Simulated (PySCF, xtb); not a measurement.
GaBr2, SMILES [Br][Ga+][Br], charge +1.

GFN2-xTB (xtb 6.7.1) at its own geometry gives an orbital gap of 2.28 eV.

Coordinates come from a B3LYP-D3(BJ)/def2-SVP optimisation. The spin state was assumed, not searched. The isomer is the one that the SMILES or the coordinates give; other isomers of the formula were not compared.

**Question.** What does B3LYP/def2-TZVPD run with PySCF give? (Estimate from the structure and the level; the computed values follow.)

**Answer.** gap 5.26 eV (levels -14.35 and -9.09 eV).
